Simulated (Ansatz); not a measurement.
The pair A = H2 (SMILES [H][H]) (first 2 atoms), B = Si2H6 (SMILES [SiH3][SiH3]); geometry from B3LYP-D3(BJ)/def2-TZVP.
(charge 0, multiplicity 1):
| atom | x (Å) | y (Å) | z (Å) |
|---|---|---|---|
| H | 0.5567 | -0.7627 | 0.0531 |
| H | -0.0982 | -0.5764 | -0.2471 |
| Si | 1.0168 | -0.1338 | 3.6817 |
| Si | -1.1315 | 0.4676 | 2.9615 |
| H | 1.8150 | -0.6739 | 2.5545 |
| H | 0.9308 | -1.1710 | 4.7386 |
| H | 1.7213 | 1.0484 | 4.2351 |
| H | -1.0531 | 1.5122 | 1.9121 |
| H | -1.9160 | 1.0004 | 4.1024 |
| H | -1.8414 | -0.7107 | 2.4080 |

Correlated levels freeze the cores. MP2 and its Hartree–Fock in aug-cc-pV(Q+d)Z, aug-cc-pV(T+d)Z are density fitted.

The values were computed with Ansatz (Gaussian orbitals). 

The counterpoise-corrected interaction energy is E(AB) − E(A in the pair's basis) − E(B in the pair's basis). Total energies (hartree):

```tsv
level	AB	A in the pair's basis	B in the pair's basis
HF/aug-cc-pV(T+d)Z	-582.5090395	-1.1330133	-581.3766687
MP2/aug-cc-pV(T+d)Z	-582.8115230	-1.1650330	-581.6458624
HF/aug-cc-pV(Q+d)Z	-582.5161015	-1.1334458	-581.3832921
MP2/aug-cc-pV(Q+d)Z	-582.8360060	-1.1667092	-581.6686159
MP2/aug-cc-pV(D+d)Z	-582.7336480	-1.1563872	-581.5768105
CCSD(T)/aug-cc-pV(D+d)Z	-582.8027724	-1.1649497	-581.6372888
```

Q: Work out the counterpoise-corrected interaction energy at the basis-set limit: extrapolate the MP2 correlation part as X⁻³, take Hartree–Fock from the larger set, and add the CCSD(T) − MP2 difference of aug-cc-pV(D+d)Z.

A: 
1. Differences (1 hartree = 627.509 kcal/mol): HF/aug-cc-pV(T+d)Z 0.403; MP2/aug-cc-pV(T+d)Z -0.394; HF/aug-cc-pV(Q+d)Z 0.399; MP2/aug-cc-pV(Q+d)Z -0.427; MP2/aug-cc-pV(D+d)Z -0.283; CCSD(T)/aug-cc-pV(D+d)Z -0.335.
2. Correlation parts, MP2 less HF: -0.797 in aug-cc-pV(T+d)Z (X = 3), -0.827 in aug-cc-pV(Q+d)Z (X = 4).
3. Limit (4³·(-0.827) − 3³·(-0.797))/(4³ − 3³) = -0.848; with HF/aug-cc-pV(Q+d)Z it gives -0.449.
4. CCSD(T) less MP2 in aug-cc-pV(D+d)Z: -0.052.
Result: -0.50 kcal/mol, against -0.39 at MP2/aug-cc-pV(T+d)Z. It is an estimate of this method's limit, not of the exact value.

Ansatz is a first-principles code.
